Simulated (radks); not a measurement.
Values are calculated unless marked as measured or tabulated.
Dipole-allowed excitations along the series with 30 electrons in [Ar] 3d10 4s2. Code: a radial shooting solver on a logarithmic mesh with Libxc functionals. Model: scalar-relativistic Kohn-Sham, LDA (Slater exchange, VWN5 correlation), spin-polarised, spherical densities, finite nucleus; Fermi nuclear charge, rms radius of each element as measured or else 0.836 A^(1/3) + 0.57 fm. Time-dependent linear response with the Hartree and adiabatic LDA kernel, continuum included through the Sternheimer equations, no spin-orbit coupling, so fine structure and intercombination lines are absent. Lines are the poles of the dipole polarisability below minus the highest occupied eigenvalue, found on a grid refined at the orbital gaps; the lowest seven at most are given, and weak or close lines can be missed. The first line takes the name of the lowest orbital gap if no other gap lies below it; otherwise a line is named after a gap within 0.6 % of it, if that gap stands alone.

species  -e(HOMO) (eV)  lowest orbital gap (eV)  first line (eV)     f  static alpha (bohr^3)
Rb7+            126.08             4s-4p 19.952   24.394 (4s-4p)  1.50                  2.077
Sr8+            151.22             4s-4p 22.084   26.895 (4s-4p)  1.47                  1.670
Zr10+           207.13             4s-4p 26.455   31.985 (4s-4p)  1.41                  1.130
Nb11+           237.89             4s-4p 28.705   34.588 (4s-4p)  1.39                 0.9473
Mo12+           270.51             4s-4p 31.004   37.239 (4s-4p)  1.36                 0.8018
